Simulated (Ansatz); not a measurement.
Basis sets compared for Li₄Se₂⁺ (the lowest doublet isomer of a short search). Charge 1, multiplicity 2. Geometry PBE-D4/def2-SVP. Ansatz on 4 threads of Arm Neoverse V1 on a shared host; times are rough, and most runs start from earlier orbitals.

| atom | x (Å) | y (Å) | z (Å) |
| --- | --- | --- | --- |
| Li1 | 0.452 | 1.832 | -0.655 |
| Li2 | 2.436 | -2.070 | -0.737 |
| Li3 | -1.694 | -0.608 | -0.870 |
| Li4 | -0.263 | 0.055 | 1.980 |
| Se5 | -1.639 | 1.397 | 0.498 |
| Se6 | 0.708 | -0.606 | -0.216 |

The structure comes from a short search, and lower isomers may exist.

| level | functions | energy (Eh) | HOMO (eV) | LUMO (eV) | wall time |
| --- | --- | --- | --- | --- | --- |
| PBE-D4/def2-SVP | 100 | -4831.8109 | -8.26 | -7.37 | 2.4 s |
| PBE0-D4/def2-SVP | 100 | -4831.9873 | -9.37 | -6.51 | 2.8 s |

Q: Estimate the rows for PBE-D4/def2-TZVP, PBE0-D4/def2-TZVP.

A: 
| level | functions | energy (Eh) | HOMO (eV) | LUMO (eV) | wall time |
| --- | --- | --- | --- | --- | --- |
| PBE-D4/def2-TZVP | 152 | -4832.4157 | -8.31 | -7.41 | 3.2 s |
| PBE0-D4/def2-TZVP | 152 | -4832.5900 | -9.40 | -6.53 | 4.8 s |
